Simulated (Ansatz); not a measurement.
Basis-set extrapolation for `O[Si](F)(Cl)O[SiH3]` (PBE0-D4/def2-TZVP geometry, frozen core, the Gaussian-basis code of Ansatz). Multiplicity 1, RHF reference.

```tsv
	def2-TZVPP	def2-QZVPP
HF	-1289.308353	-1289.352996
MP2 correlation	-1.141759	-1.244313
CCSD(T) correlation	-1.222627	not run
```

Energies in hartree. Use E(X) = E(∞) + A·exp(−7.88·√X) for Hartree–Fock and E(X) = E(∞) + B·X^(−2.97) for correlation, with X = 3 and 4, and add CCSD(T) minus MP2 of the smaller set to the MP2 limit.

Q: What is the CCSD(T) energy at the basis-set limit?

A: HF limit: -1289.352996 + (-0.044643) × 0.13774 = -1289.35915. MP2 limit: -1.244313 + (-0.102554) × 0.74074 = -1.32028. Higher-order term: -1.222627 − (-1.141759) = -0.08087. Total: -1290.76030 hartree, 602.1 kJ/mol below CCSD(T)/def2-TZVPP.
